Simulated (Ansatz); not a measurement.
InSn9H16, a doped cluster cut from the lattice of tin (In on a surface site), relaxed as a doublet with UKS PBE-D4/def2-SVP in Ansatz, starting from a model built from a lattice or polyhedron. Force threshold 0.03 eV/Å.

In the def2 sets In, Sn take a core potential; there is no spin–orbit coupling.

Start:

```tsv
atom	x (Å)	y (Å)	z (Å)
Sn1	2.187	-0.109	-1.762
Sn2	-1.443	2.341	-0.452
Sn3	0.932	-0.044	2.655
In4	-1.661	-2.235	-0.438
Sn5	3.127	-0.123	0.898
Sn6	-0.546	2.326	2.195
Sn7	0.739	2.262	-2.204
Sn8	0.540	-2.350	-2.201
Sn9	-3.082	0.148	-0.868
Sn10	-0.724	-2.267	2.213
H11	3.500	-0.138	-2.832
H12	-2.387	3.786	-0.739
H13	1.492	-0.038	4.299
H14	-2.681	-3.588	-0.712
H15	4.127	1.246	1.178
H16	4.010	-1.567	1.170
H17	0.467	3.675	2.464
H18	-1.864	2.379	3.267
H19	1.723	3.627	-1.922
H20	0.161	2.297	-3.824
H21	-0.026	-2.298	-3.836
H22	1.449	-3.765	-1.924
H23	-3.678	0.157	-2.546
H24	-4.458	0.177	0.162
H25	0.177	-3.715	2.487
H26	-2.080	-2.183	3.271
```

Q: Estimate the energy that the relaxation releases and the steps that it takes.

A: 45.0 kJ/mol, in 14 steps; 61 s on 2 threads of AMD EPYC 7R13 on a shared host and a share (18 GiB) of an NVIDIA H100 80GB HBM3. No frequencies were taken in this run, so the end may be a saddle point.

Q: Does the start keep its bonding and symmetry?

A: By distances, no bond broke or formed. The bond that changes most is In4–Sn10, from 2.81 to 2.95 Å (atoms count from 1).

Q: Predict the relaxed structure.

A: 
Cartesian coordinates in Å:
```
Sn 2.270 -0.097 -1.824
Sn -1.418 2.324 -0.421
Sn 0.892 0.017 2.588
In -1.570 -2.558 -0.784
Sn 3.114 -0.154 0.863
Sn -0.457 2.462 2.222
Sn 0.739 2.231 -2.228
Sn 0.734 -2.393 -2.374
Sn -3.014 -0.010 -0.500
Sn -1.034 -1.989 2.064
H 3.697 0.025 -2.818
H -2.464 3.673 -0.779
H 1.383 -0.195 4.249
H -2.699 -3.889 -0.947
H 4.176 1.170 1.237
H 3.978 -1.621 1.209
H 0.610 3.812 2.452
H -1.763 2.619 3.355
H 1.691 3.667 -1.997
H 0.121 2.286 -3.851
H 0.373 -2.353 -4.077
H 1.800 -3.752 -2.150
H -4.058 -0.048 -1.905
H -4.075 -0.015 0.877
H -0.523 -3.572 2.609
H -2.504 -1.642 2.931
```
Bond lengths (bridged metal pairs left out): 9 × Sn–Sn 2.82 to 2.83 Å; 3 × In–Sn 2.80 to 2.95 Å; 15 × H–Sn 1.74 to 1.75 Å; 1 × H–In 1.75 Å.
